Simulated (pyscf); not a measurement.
**F–Ge(GeH₃)(GeH₃)–GeH₃, singlet**

Gas-phase minimum from PySCF at ωB97X-D3(BJ)/def2-SVP, one conformer. 

```
Ge
F 1 1.7677
Ge 1 2.4052 2 105.69
H 3 1.5351 1 110.35 2 59.35
H 3 1.5353 4 109.46 1 121.55
H 3 1.5382 4 109.01 5 119.14
Ge 1 2.4055 2 106.08 3 120.26
H 7 1.5352 1 110.31 2 59.34
H 7 1.5352 8 109.47 1 121.92
H 7 1.5383 8 108.98 9 119.10
Ge 1 2.4058 2 105.94 3 -119.93
H 11 1.5352 1 110.43 2 59.29
H 11 1.5354 12 109.46 1 121.77
H 11 1.5383 12 108.97 13 119.05
```

Properties at ωB97X-D3(BJ)/def2-SVP:

| Item | Result |
|---|---|
| Harmonic wavenumbers, unscaled | 54, 54, 66, 71, 76, 77, 133, 133, 217, 309, 310, 432, 460, 460, 498, 502, 502, 684, 799, 799, 844, 896, 899, 899, 902, 902, 905, 2175, 2176, 2181, 2188, 2188, 2190, 2193, 2194, 2194 cm⁻¹ |
| Zero-point energy | 46.6 kcal/mol |
| Rotational symmetry number | 3 |
| Entropy of this conformer at 298 K and 1 atm, rigid rotor and harmonic oscillator, modes under 100 cm⁻¹ raised to 100 | 461.0 J/(mol K) |
| Dipole moment | 1.85 D |

Single-point totals, which compare only within one level:

```
level                   total energy (hartree)
----------------------  ----------------------
ωB97X-D3(BJ)/def2-TZVP             -8413.22347
PBE/def2-TZVP                      -8411.98839
r²SCAN/def2-TZVP                   -8413.28820
B3LYP-D3(BJ)/def2-TZVP             -8413.58452
PBE0-D3(BJ)/def2-TZVP              -8412.22871
M06-2X/def2-TZVP                   -8413.31583
ωB97M-D3(BJ)/def2-TZVP             -8413.45748
```

Soft torsions are taken as harmonic, which can shift the entropy by several J/(mol K). Elements up to Kr have no core potential and no relativistic terms here.
